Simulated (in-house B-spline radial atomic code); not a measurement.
**Ionising the osmium ion Os²⁺ with different functionals**

Computed with a B-spline radial code for spherical atoms: scalar-relativistic (spin-free X2C) Hamiltonian, Fermi nucleus of rms radius 5.4126 fm, spin-polarised at highest spin, spherical fractional occupations for the functionals, the average over the highest-spin determinants for Hartree-Fock. The ionisation energy is the difference of two self-consistent energies, [Xe] 4f14 5d6 → [Xe] 4f14 5d5, without Breit or QED terms; ε is the level of the shell that loses the electron (its least bound occupied spin orbital). There is no spin-orbit coupling in this Hamiltonian.

Hybrids are left out here: with spherical fractional occupations of an open shell their exact exchange keeps a self-interaction that integer-occupation calculations don't have.

| method | rung | ΔSCF (eV) | -ε(5d) (eV) |
| --- | --- | --- | --- |
| Hartree-Fock | Hartree-Fock | 24.77 | 25.82 |
| LDA VWN5 | LDA | 27.34 | 21.73 |
| LDA PW92 | LDA | 27.33 | 21.73 |
| LDA exchange-only | LDA | 25.31 | 19.89 |
| PBE | GGA | 26.75 | 21.19 |
| PBEsol | GGA | 26.76 | 21.22 |
| BLYP | GGA | 26.99 | 21.34 |
| RPBE | GGA | 26.64 | 21.05 |
| PW91 | GGA | 26.88 | 21.28 |
| BP86 | GGA | 26.96 | 21.39 |
| AM05 | GGA | 26.80 | 21.24 |
| OLYP | GGA | 26.74 | 21.02 |
| TPSS | meta-GGA | 26.58 | 20.99 |
| SCAN | meta-GGA | 26.19 | 20.85 |
| r2SCAN | meta-GGA | 26.01 | 20.69 |
| revTPSS | meta-GGA | 26.51 | 20.93 |

Q: How do they compare with the NIST value?

A: NIST lists 25 eV ± 1.6 (tabulated theory, ground level to ground level). Errors run from -0.23 to +2.34 eV; all lie within about twice that uncertainty, so the table can't rank the methods. Hartree-Fock also lacks correlation.
